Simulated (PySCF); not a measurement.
Species: C6H7NO.
Atom-mapped SMILES: `[CH3:1][O:2][c:3]1[cH:4][cH:5][cH:6][n:7][cH:8]1` (hydrogens: H9, H10, H11 on C1; H12 on C4; H13 on C5; H14 on C6; H15 on C8)

Computed geometry: GFN2-xTB, gas phase.

Entries marked ? are missing. Bonds in one row agree within 0.01 Å.

| coordinate | value |
| --- | --- |
| C1–O2 | 1.408 Å |
| O2–C3 | ? |
| C3–C4 | ? |
| C4–C5 | 1.380 Å |
| C5–C6 | 1.389 Å |
| C6–N7 | ? |
| N7–C8 | ? |
| C3–C8 | 1.394 Å |
| C1–H9, C1–H10, C1–H11 | 1.093 Å |
| C4–H12 | 1.079 Å |
| C5–H13 | 1.079 Å |
| C6–H14 | 1.081 Å |
| C8–H15 | 1.081 Å |
| C1–O2–C3 | 118.4° |
| O2–C3–C4 | ? |
| O2–C3–C8 | 125.7° |
| C4–C3–C8 | ? |
| C3–C4–C5 | 119.1° |
| C4–C5–C6 | 118.5° |
| C5–C6–N7 | 122.8° |
| C6–N7–C8 | ? |
| C3–C8–N7 | 123.0° |

Q: Fill in the missing values.

A: 
- O2–C3 = 1.358 Å, drawn single (aryl ether oxygen to aromatic carbon bearing oxygen); 0.03 Å below the sum of covalent radii, 1.39 Å.
- C3–C4 = 1.397 Å, aromatic (aromatic carbon bearing oxygen to aromatic CH carbon); 0.06 Å below the sum of covalent radii, 1.46 Å.
- C6–N7 = 1.319 Å, aromatic (aromatic CH next to a ring nitrogen to pyridine-type nitrogen); 0.12 Å below the sum of covalent radii, 1.44 Å.
- N7–C8 = 1.321 Å, aromatic (pyridine-type nitrogen to aromatic CH next to a ring nitrogen); 0.12 Å below the sum of covalent radii, 1.44 Å.
- O2–C3–C4 = 116.7°, at the aromatic carbon bearing oxygen; the outer atoms are 2.346 Å apart.
- C4–C3–C8 = 117.6°, at the aromatic carbon bearing oxygen, inside a 6-membered ring; the outer atoms are 2.388 Å apart.
- C6–N7–C8 = 119.1°, at the pyridine-type nitrogen, inside a 6-membered ring; the outer atoms are 2.276 Å apart.

Radii are Cordero's, carbon taken as 0.76, 0.73 or 0.69 Å for four, three, and two or fewer neighbours.

Not checked by GFN2-xTB frequencies. The numbers are those of one conformer (C1–O2–C3–C4 180°).
